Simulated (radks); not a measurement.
Results of a calculation; reference values are marked as such.
Mean orbital radii <r> (bohr) of neutral silicon, [Ne] 3s2 3p2, at several levels of relativity; Dirac values are averaged over j with weights 2j + 1. Spin-unpolarised spherical Kohn-Sham, LDA (Slater exchange, Perdew-Wang correlation), point nucleus unless stated (finite: rms radius 3.1224 fm), a radial shooting solver on a logarithmic mesh with Libxc functionals. A level marked "c x" has the speed of light scaled by that factor and shares open shells by 2j + 1; other Dirac levels either fill j = l - 1/2 first or share by 2j + 1.

shell  non-rel.  Dirac, 2j+1 shares  Dirac, low j first  Dirac, 2j+1 shares, finite nucleus  change of magnitude, last against first (%)
1s       0.1120              0.1116              0.1116                              0.1116                                        -0.33
2s       0.5725              0.5706              0.5706                              0.5706                                        -0.35
2p       0.5392              0.5387              0.5387                              0.5387                                        -0.09
3s        2.163               2.158               2.158                               2.158                                        -0.25
3p        2.793               2.794               2.796                               2.794                                        +0.05
